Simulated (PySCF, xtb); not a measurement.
Al(Me)(F) (CH₃AlF), SMILES [CH3][Al][F], multiplicity 2.

Harmonic wavenumbers (cm⁻¹) from GFN2-xTB in xtb at its own minimum, in rising order: 40, 104, 487, 509, 557, 754, 1265, 1439, 1444, 2939, 2944, 2956.

Task: What does PBE0-D3(BJ)/def2-TZVP run with PySCF give at its own minimum? (Estimate from the structure and the level; the computed values follow.)

Result: 55, 192, 563, 589, 672, 820, 1176, 1425, 1436, 3037, 3121, 3152. Paired by order, the mean absolute difference is 85 cm⁻¹ and the zero-point energies are 22.1 and 23.2 kcal/mol.
